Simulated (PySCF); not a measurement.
```xyz
3
charge 0 multiplicity 1, angstrom
O     0.0000    0.0000   -1.1837
Au    1.5155    0.0000    0.0390
Au   -1.5155    0.0000    0.0390
```

All numbers come from PBE0 in PySCF with O def2-TZVP, Au def2-TZVP with ECP60; scalar-relativistic core potentials, no spin–orbit coupling; density-fitted integrals.

This geometry of Au2O is a stationary point at this level.

(1) What is the point group?

(2) Is it a minimum?

(3) Give the atomic charges and bond orders.

(4) What is the atomisation energy, with and without zero-point energy?

Answers

(1) C2v.

(2) Yes: all harmonic wavenumbers are real.

(3) 
```
 atom  Mulliken  Löwdin  polar tensor  Mayer order to O1
   O1     -0.65   -0.47         -0.70                  –
Au2,3      0.33    0.23          0.35               0.98
```

(4) 364 kJ/mol without, 357 kJ/mol with.

This need not be the most stable arrangement of these atoms. No spin–orbit coupling is included, which matters more the heavier the element.
